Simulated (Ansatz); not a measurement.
Mulliken charges of CH5ClO2Ti, SMILES `[CH3][Ti]([OH])([OH])[Cl]` from ωB97M-V/def2-TZVPP in Ansatz (PBE0-D4/def2-TZVP geometry).

| atom | x (Å) | y (Å) | z (Å) | charge (e) |
| --- | --- | --- | --- | --- |
| C1 | -1.093 | -0.835 | -0.544 | -0.488 |
| Ti2 | 0.309 | 0.536 | 0.060 | 0.850 |
| O3 | 0.521 | 0.259 | 1.794 | -0.438 |
| O4 | 1.765 | 0.159 | -0.891 | -0.420 |
| Cl5 | -0.537 | 2.531 | -0.397 | -0.242 |
| H6 | -2.032 | -0.652 | -0.013 | 0.125 |
| H7 | -1.249 | -0.726 | -1.621 | 0.132 |
| H8 | -0.736 | -1.845 | -0.324 | 0.124 |
| H9 | 0.463 | 0.625 | 2.675 | 0.181 |
| H10 | 2.672 | -0.103 | -0.737 | 0.177 |

Question: By hand: the dipole of these point charges (1 e Å = 4.8032 D).

Answer: Σ q r = (0.003, -0.241, 0.099) e Å, of length 0.261 e Å = 1.25 D.

Question: How does the dipole of the full density compare? (Estimate.)

Answer: The calculation gave: (0.329, -0.283, 0.395) e Å, 2.82 D; the point charges give 0.44 times that, at 45° from its direction.

Point charges leave out the atoms' own dipoles, such as those of lone pairs, and Mulliken's split depends on the basis, so the two needn't agree.
